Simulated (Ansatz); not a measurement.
Consider the redistribution: `[O]=[W]([OH])([OH])=[S]` + `F[Si]Cl` → `[O]=[W]([OH])([F])=[S]` + `O[Si]Cl`.

Gas-phase electronic energies from Ansatz, PBE0-D4/def2-TZVP geometries. CCSD(T)/CBS is the MP2 limit (def2-TZVPP, def2-QZVPP) plus CCSD(T) − MP2 in def2-TZVPP, frozen cores. This one scheme is used for every species. DFT in def2-TZVPP. B3LYP here is the variant with VWN-RPA as its local correlation; programs differ in this. def2 core potentials past Kr. For W outer-core shells are correlated without core-valence functions, which leaves a few kJ/mol of doubt a bond. Each species was taken in one conformer, which may not be the lowest.

| level | ΔE (eV) |
| --- | --- |
| r2SCAN-D4 | 0.00 |
| PBE0-D4 | 0.02 |
| BHLYP-D4 | 0.05 |
| ωB97X-V | 0.02 |
| BLYP | 0.00 |
| B3LYP | 0.02 |
| HF/def2-TZVPP | 0.06 |
| HF/CBS(def2) | 0.07 |

(1) What does CCSD(T)/CBS give? (An estimate is asked.)

Largest T1 diagnostic among the species: 0.023, so the coupled-cluster value is less sure than usual.

Answers

(1) The calculation gave: +0.07 eV. The listed levels differ from it by -0.07, -0.05, -0.02, -0.05, -0.07, -0.05, -0.01, 0.00 eV.

Leaving LDA and LC-ωPBE aside and taking each functional with its dispersion term where it has one, the values, not all of them listed here, spread over 0.07 eV, from revPBE-D4 to BHLYP-D4. From BLYP to BHLYP (50 % exact exchange), in def2-TZVPP and without D4, ΔE moves by +0.04 eV. At CCSD(T), def2-SVP lies −0.05 eV from the extrapolated value and def2-TZVPP −0.01 eV.
